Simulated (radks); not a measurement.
Results of a calculation; reference values are marked as such.
Species: Re LXIV. Configuration: [Ne] 3s2. Code: a radial shooting solver on a logarithmic mesh with Libxc functionals. Model: non-relativistic Kohn-Sham, PBE, spin-polarised, spherical densities, point nucleus; relativity is left out, which matters for an element this heavy.

Normalised radial functions P(r) = r R(r), r in bohr:

| r | 1s | 2p | 3s |
|---|---|---|---|
| 0.001983 | 2.2051 | 0.0331 | 0.3863 |
| 0.002461 | 2.6404 | 0.0501 | 0.4617 |
| 0.003055 | 3.1344 | 0.0755 | 0.5465 |
| 0.003791 | 3.6812 | 0.1131 | 0.6389 |
| 0.004705 | 4.2664 | 0.1683 | 0.7351 |
| 0.005839 | 4.8637 | 0.2486 | 0.8282 |
| 0.007306 | 5.4524 | 0.3684 | 0.9099 |
| 0.009067 | 5.9316 | 0.5315 | 0.9578 |
| 0.01125 | 6.2520 | 0.7550 | 0.9536 |
| 0.01397 | 6.3365 | 1.0521 | 0.8712 |
| 0.01733 | 6.1177 | 1.4316 | 0.6832 |
| 0.02151 | 5.5619 | 1.8919 | 0.3690 |
| 0.0267 | 4.6939 | 2.4115 | -0.0727 |
| 0.0334 | 3.5706 | 2.9593 | -0.6261 |
| 0.04146 | 2.4409 | 3.4091 | -1.1566 |
| 0.05145 | 1.4476 | 3.6700 | -1.5281 |
| 0.06386 | 0.7200 | 3.6345 | -1.5504 |
| 0.07925 | 0.2881 | 3.2479 | -1.0699 |
| 0.09836 | 0.0880 | 2.5571 | -0.0825 |
| 0.1221 | 0.0193 | 1.7221 | 1.1705 |
| 0.1527 | 0.0026 | 0.9315 | 2.2574 |
| 0.1895 | 0.0002 | 0.4034 | 2.6329 |
| 0.2352 | 0.0000 | 0.1295 | 2.2250 |
| 0.292 | 0.0000 | 0.0287 | 1.3765 |
| 0.3624 | 0.0000 | 0.0040 | 0.6033 |
| 0.4497 | 0.0000 | 0.0003 | 0.1764 |
| 0.5582 | 0.0000 | 0.0000 | 0.0317 |

1s: eigenvalue -70852 eV, 0 radial nodes, <r> = 0.0202 bohr, 90 % of the charge inside 0.0359 bohr. 2p: eigenvalue -15431.6 eV, 0 radial nodes, <r> = 0.0709 bohr, 90 % of the charge inside 0.114 bohr. 3s: eigenvalue -6644.2 eV, 2 radial nodes at r = 0.0259, 0.0998 bohr, <r> = 0.196 bohr, 90 % of the charge inside 0.283 bohr.
